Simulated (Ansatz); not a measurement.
Born–Oppenheimer molecular dynamics of C$_{2}$H$_{8}$Sn (11 atoms, charge 0, multiplicity 1). It starts at the highest image of a converged band. Of that band: Neighbouring images differ by up to 2.3 eV, so the band resolves the path poorly. A vibrational analysis at the climbing image gives one clearly imaginary mode, 1278i cm⁻¹: a first-order saddle point.

Level of theory: Ansatz, RKS BHLYP-D4/def2-SVP.

* ensemble: NVE (velocity Verlet)
* time step: 0.5 fs
* steps asked: 200
* starting velocities drawn for: 100 K
* seed: 7830

First frame:

```xyz
11
Properties=species:S:1:pos:R:3
Sn 0.276 0.227 -0.581
C 1.116 -0.181 1.727
H 0.161 -0.503 2.144
H 1.855 -0.977 1.805
H 1.462 0.738 2.197
H 1.820 0.173 0.142
H -0.699 1.503 0.017
C -0.835 -1.633 -0.547
H -1.534 -1.629 0.291
H -1.385 -1.761 -1.479
H -0.133 -2.461 -0.433
```

(1) How far do the bonds stretch over the last three quarters of this one trajectory? (Pairs bonded in most of those frames.)

Answers

(1) 
| bond | mean (Å) | spread (Å) | shortest | longest |
| --- | --- | --- | --- | --- |
| Sn1–C2 | 2.290 | 0.224 | 1.92 | 2.58 |
| Sn1–H6 | 1.774 | 0.075 | 1.66 | 1.94 |
| Sn1–H7 | 1.742 | 0.038 | 1.66 | 1.81 |
| Sn1–C8 | 2.164 | 0.038 | 2.10 | 2.23 |
| C2–H3 | 1.098 | 0.019 | 1.07 | 1.13 |
| C2–H4 | 1.093 | 0.009 | 1.08 | 1.11 |
| C2–H5 | 1.093 | 0.010 | 1.07 | 1.11 |
| C8–H9 | 1.098 | 0.011 | 1.08 | 1.12 |
| C8–H10 | 1.097 | 0.010 | 1.08 | 1.13 |
| C8–H11 | 1.095 | 0.012 | 1.07 | 1.12 |

Mean temperature of the second half: 1172 K. The conserved energy stayed within 0.094 meV per atom of its start (net change 0.0026 meV per atom), so the integration is sound. The kinetic energy rose, since the run started high on the potential surface and went downhill. A run of 0.1 ps of so small a system gives no equilibrium averages. The orbitals stay closed-shell, which can raise the energy where a bond breaks towards radicals; this wasn't checked here.

The run took 14 min on 2 threads of Arm Neoverse N1, on a shared host, peak memory 0.2 GiB.
